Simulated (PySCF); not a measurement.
Isomers of C5H8O3S. Method: PBE0-D3(BJ)/def2-SVP geometry optimisation, gas phase in PySCF 2.14.0. Energies are electronic, without zero-point or thermal terms, for one conformer each. No frequencies were run at this level. Point groups hold within 0.08 Å.

Task: Order them by energy at this level, lowest first, and give relative energies in kJ/mol.
A. `[CH2:1]=[C:2]1[CH2:3][CH2:4][C@H:5]1[S:6](=[O:7])(=[O:8])[OH:9]` with C4–C5–S6–O7 174°, C5–S6–O9–H -109°
B. `[CH2:1]=[CH:2][S:3](=[O:4])(=[O:5])[O:6][CH:7]1[CH2:8][CH2:9]1` with C1–C2–S3–O4 133°, C2–S3–O6–C7 86°, S3–O6–C7–C8 -92°

Result: A (0.0), B (72.2).

As drawn, the lower has a four-membered ring and an O–H bond, which the higher lacks; the higher has a three-membered ring, which the lower lacks.

| SMILES | E (Eh) | E rel (kJ/mol) | dipole (D) | point group | A, B, C (MHz) |
| --- | --- | --- | --- | --- | --- |
| C=C1CC[C@H]1S(=O)(=O)O | -818.07171 | 0.0 | 3.58 | C1 | 2364, 1248, 1027 |
| C=CS(=O)(=O)OC1CC1 | -818.04421 | 72.2 | 4.68 | C1 | 2262, 1145, 940.4 |

Task: How do the relative energies change in single points at B3LYP/def2-SVPD (no added dispersion term) on the same geometries?

Result: 
```csv
SMILES,PBE0-D3(BJ)/def2-SVP (kJ/mol),B3LYP/def2-SVPD (kJ/mol),shift
C=C1CC[C@H]1S(=O)(=O)O,0.0,0.0,0.0
C=CS(=O)(=O)OC1CC1,72.2,64.1,-8.1
```

Each column counts from its own lowest isomer. The order is unchanged; the largest shift is 8.1 kJ/mol.
